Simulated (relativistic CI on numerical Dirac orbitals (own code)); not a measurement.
Hf2+: resonant inelastic scattering at the L2,3 edge

Computed with this model: Dirac-Coulomb-Breit CI, KLI orbitals optimised for each configuration, model QED, valence Slater integrals scaled by 0.9, Kramers-Heisenberg scattering through one core-hole configuration in a parametric crystal field; configurations [Xe] 4f14 5d2 → [He] 2s2 2p5 3s2 3p6 3d10 4s2 4p6 4d10 4f14 5s2 5p6 5d3; 80 K; core-hole width 5 eV; summed over polarisations. Incident energies are the highest absorption maxima for each field (at most a few, so the weaker spin-orbit partner edge can be absent), on the computed scale of the free ion. Intensities are in per cent of the strongest line above 0.02 eV; levels within 1 cm⁻¹ are merged; final levels count from the ground level, the first row holds all elastic scattering, lines under 0.4 are left out and each table stops after 24 rows. The scale of the Slater integrals is a model choice and moves the terms in proportion.

Field parameters in Wybourne normalisation: D3d B²₀ = −7Dσ, B⁴₀ = −14Dq − 21Dτ, B⁴₃ = −14√(10/7) Dq; D4h B²₀ = −7Ds, B⁴₀ = 21(Dq − Dt), B⁴₄ = 21√(5/14) Dq; Td as Oh with Dq negative (B⁴₀ = 21Dq, B⁴₄ = √(5/14) B⁴₀). The field is a parameter set, without covalency.

S is read from ⟨S²⟩ = S(S + 1).

Td, 10Dq = -11500 cm⁻¹:

| Final level (eV) | Degeneracy | Irrep | S | 9559 eV | 10737.7 eV |
| --- | --- | --- | --- | --- | --- |
| 0.000 | 3 | T2 | 1.00 | 3727.5 | 542.8 |
| 1.007 | 2 | E | 0.34 | 14.4 | 62.7 |
| 1.391 | 1 | A2 | 1.00 | 16.6 | 4.1 |
| 1.424 | 3 | T2 | 0.99 | 97.9 | 43.0 |
| 1.480 | 3 | T1 | 1.00 | 82.7 | 30.3 |
| 1.545 | 2 | E | 0.85 | 72.0 | 1.0 |
| 1.861 | 1 | A1 | 0.41 | 16.8 | 51.0 |
| 2.103 | 3 | T2 | 1.00 | 100.0 | 9.2 |
| 2.144 | 2 | E | 0.98 | 58.5 | 4.0 |
| 2.162 | 3 | T1 | 0.99 | 33.9 | 34.4 |
| 2.287 | 1 | A1 | 0.79 | 15.1 | 3.7 |
| 2.503 | 3 | T2 | 0.14 | 29.1 | 14.1 |
| 2.866 | 3 | T1 | 0.11 | 45.0 | 19.4 |
| 3.305 | 1 | A1 | 0.99 | 0.4 | 2.5 |
| 3.307 | 2 | E | 1.00 | 8.0 | 0.8 |
| 3.323 | 3 | T1 | 0.97 | 2.0 | 3.6 |
| 3.344 | 3 | T2 | 0.94 | 10.7 | 1.1 |
| 5.885 | 1 | A1 | 0.02 | 0.8 | 0.7 |

D3d, 10Dq = 24000, Dσ = 600, Dτ = 270 cm⁻¹:

| Final level (eV) | Degeneracy | Irrep | S | 9559.4 eV | 10738.1 eV |
| --- | --- | --- | --- | --- | --- |
| 0.000 | 2 | E | 1.00 | 6017.9 | 767.1 |
| 0.072 | 2 | E | 0.99 | 32.8 | 41.1 |
| 0.133 | 1 | A1 | 0.98 | 51.2 | 31.4 |
| 0.200 | 1 | A2 | 1.00 | 47.7 | 11.5 |
| 0.546 | 2 | E | 0.99 | 84.1 | 10.0 |
| 0.571 | 1 | A1 | 0.99 | 9.0 | 35.9 |
| 0.873 | 1 | A1 | 0.07 | 61.2 | 64.0 |
| 1.129 | 2 | E | 0.06 | 55.8 | 32.2 |
| 1.551 | 2 | E | 0.03 | 31.6 | 19.5 |
| 2.674 | 1 | A1 | 0.04 | 35.9 | 51.3 |
| 3.037 | 1 | A2 | 1.00 | 94.0 | 24.0 |
| 3.056 | 1 | A1 | 0.99 | 100.0 | 22.7 |
| 3.073 | 2 | E | 1.00 | 62.2 | 33.1 |
| 3.101 | 2 | E | 1.00 | 83.9 | 41.2 |
| 3.362 | 2 | E | 1.00 | 78.9 | 18.5 |
| 3.362 | 1 | A2 | 1.00 | 6.2 | 10.0 |
| 3.997 | 1 | A1 | 0.99 | 29.7 | 23.0 |
| 4.004 | 1 | A2 | 1.00 | 35.1 | 21.8 |
| 4.047 | 2 | E | 0.70 | 31.4 | 21.5 |
| 4.063 | 2 | E | 0.91 | 47.6 | 11.3 |
| 4.204 | 2 | E | 0.79 | 53.9 | 12.7 |
| 4.239 | 1 | A1 | 0.91 | 23.6 | 12.3 |
| 4.299 | 2 | E | 0.87 | 38.2 | 11.9 |
| 4.520 | 1 | A1 | 0.23 | 2.4 | 3.0 |

D4h, 10Dq = 33900, Ds = 2160, Dt = -200 cm⁻¹:

```csv
Final level (eV),Degeneracy,Irrep,S,9560.4 eV,10737 eV,10739.2 eV
0.000,1,A1,1.00,1331.3,195.9,180.0
0.017,2,E,1.00,2.7,23.7,9.4
0.778,1,B1,0.85,2.5,4.4,1.8
0.799,1,B2,0.87,3.9,4.9,2.1
0.945,2,E,1.00,18.4,11.9,5.5
1.031,1,A2,1.00,2.4,3.7,2.2
1.035,1,A1,0.99,2.7,8.9,3.7
1.069,1,B2,0.30,1.9,2.4,1.3
1.096,1,B1,0.33,4.8,2.5,1.1
1.703,1,A1,0.03,12.9,20.3,9.6
1.950,2,E,0.02,7.6,14.2,8.8
3.574,1,A1,0.02,2.5,3.0,3.6
4.462,1,A2,1.00,5.5,0.4,0.8
4.469,1,A1,1.00,25.5,6.9,15.4
4.488,2,E,1.00,100.0,11.0,23.2
4.512,1,B1,1.00,11.7,2.8,5.8
4.529,1,B2,1.00,5.4,0.4,0.8
4.961,2,E,0.97,0.6,0.5,1.1
4.983,1,B1,1.00,0.5,0.0,0.0
5.344,2,E,0.48,26.9,0.9,2.1
5.386,1,B2,0.99,9.8,2.4,5.2
5.400,1,B1,1.00,4.7,0.5,1.0
5.437,1,A2,1.00,3.8,2.9,6.5
5.438,1,A1,1.00,5.0,2.7,5.2
```

For the first field the strongest loss at the lowest incident energy is the level at 2.10 eV (S = 1.00, against 1.00 in the thermal ground state). Levels of other spin, the first over 8 % at 1.01 eV, appear because spin-orbit coupling of the core hole, and in heavier ions of the valence shell too, mixes spins.
